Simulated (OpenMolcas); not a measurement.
## P II: Slater's ratio, the spin-orbit constant, worked from levels

```yaml
Program: OpenMolcas
Basis: ANO-RCC-VQZP [6s5p3d2f1g]
Scalar_Hamiltonian: DKH2, point nucleus
Active_space: 2 electrons in 3 orbitals (3p)
State_averaging: 2S+1 = 3 even, 3 roots; 2S+1 = 1 even, 6 roots
Spin-orbit_coupling: state interaction with AMFI integrals over the reference wave functions, term energies averaged over their components
```

Methods: CASSCF; SS-CASPT2, IPEA 0.25 Eh, imaginary shift 0.1 Eh (closed shells correlated: 2s 2p 3s). Measured levels: NIST Handbook of Basic Atomic Spectroscopic Data.

**Slater's ratio.** With one set of orbitals, p2 has ¹D - ³P = 6 F2 and ¹S - ¹D = 9 F2 (F2 = F²/25), a ratio of 3/2. Term energies are centres of gravity, weighted by 2J + 1.

```csv
Source,¹D - ³P,¹S - ³P,F2 from the first,Ratio
CASSCF,11330,28049,1888,1.476
SS-CASPT2,8257,20949,1376,1.537
measured,8567,21260,1428,1.482
```

Energies in cm-1. A ratio away from 3/2 shows effects beyond one configuration with one set of orbitals, and in heavier atoms second-order spin-orbit shifts.

**The spin-orbit constant.** For the Hund term ³P of p2, E(J) = (A/2) J(J+1) + constant and ζ = 2S·A = 2A. From J = 0 to J = 2 the energy changes by 3 A.

```tsv
Source	E(2) - E(0)	A	ζ
CASSCF	418.8	139.6	279
SS-CASPT2	419.3	139.8	280
measured	469.1	156.4	313
```

All in cm-1. SS-CASPT2 is off by -10.6 % and CASSCF by -10.7 %. Both methods take the spin-orbit matrix elements from the reference wave functions, so the second can move ζ only through the term energies and any multistate remixing. Second-order mixing with other terms is absorbed into this ζ.

CASPT2 does not keep the components of a term degenerate, so their means are used; among the terms shown or strongly mixed into the levels shown the widest spread is 93 cm-1 (3s² 3p² ¹D, SS-CASPT2). With the s shell closed, the reference lacks s² → p² mixing. Without dynamic correlation excited terms often stand tens of per cent too high (terms of higher spin than the ground term too low), and those without a measured partner can miss by more than the paired ones (holds for CASSCF). Measured partners are found by configuration, term and J. A level has none where our copy of the source lacks it or the pairing is in doubt (some pairs that miss far off the trend of their configuration count as doubtful), and it then counts in no deviation. Levels of configurations outside the active space are missing.
